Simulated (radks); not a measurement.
The numbers below are computed, except where a source is named.
Effect of the nuclear size on the indium ion In+, [Kr] 4d10 5s2. Level of theory: Dirac Kohn-Sham, BLYP, spin-unpolarised, spherical densities, finite nucleus; Fermi nuclear charge, rms radius 4.6156 fm (a radial shooting solver on a logarithmic mesh with Libxc functionals). The rms radius is varied about that value; shifts are against it.

rms radius (fm)  total energy shift (eV)  density at nucleus (e/bohr^3)  1s1/2 shift (meV)  2s1/2 shift (meV)  3p1/2 shift (meV)  4s1/2 shift (meV)  4p1/2 shift (meV)  5s1/2 shift (meV)
4.011                             -0.892                      1.785e+05               -374              -42.5              0.507              -1.53              0.147             -0.114
4.2879                            -0.497                      1.767e+05               -209              -23.7              0.282             -0.849              0.082             -0.063
4.6156                                 0                      1.748e+05              0.000              0.000              0.000              0.000              0.000              0.000
5.0264                             0.666                      1.726e+05                280               31.8             -0.379               1.14             -0.110              0.085
5.1833                             0.934                      1.719e+05                392               44.5             -0.531               1.60             -0.154              0.119

Slopes of the eigenvalues against <r^2> in GHz/fm^2, as finite differences over the two radii next to the reference (eigenvalue slopes, not the field-shift constants of lines): 1s1/2 17200, 2s1/2 1950, 3p1/2 -23.3, 4s1/2 69.9, 4p1/2 -6.74, 5s1/2 5.22.
